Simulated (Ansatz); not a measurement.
Ge₂F₅⁻, relaxed as a singlet with RKS PBE0-D4/def2-SVPD in Ansatz, starting from the GFN1-xTB geometry. Force threshold 0.02 eV/Å.

The structure comes from a short search, and lower isomers may exist.

Start:

```xyz
7

Ge    0.031   -2.024   -0.434
Ge    0.062    1.410    0.465
F    -0.157   -0.147   -0.795
F     1.584   -1.803    0.456
F     0.958    2.379   -0.756
F    -1.514    2.130   -0.003
F    -0.964   -1.944    1.067
```

**Question.** Estimate the energy that the relaxation releases and the steps that it takes.

**Answer.** 0.04 eV, in 6 steps; 29 s on 4 threads of Arm Neoverse V1 on a shared host. No frequencies were taken in this run, so the end may be a saddle point.

**Question.** Does the start keep its bonding?

**Answer.** By distances, no bond broke or formed. The bond that changes most is Ge1–F3, from 1.92 to 1.96 Å (atoms count from 1).

**Question.** Predict the relaxed structure.

**Answer.** 
Cartesian coordinates in Å:
```
Ge 0.016 -2.044 -0.444
Ge 0.029 1.554 0.502
F -0.128 -0.095 -0.638
F 1.618 -1.913 0.383
F 0.996 2.378 -0.787
F -1.571 2.151 -0.094
F -0.959 -2.033 1.078
```
Bond lengths: 6 × F–Ge 1.81 to 2.01 Å.
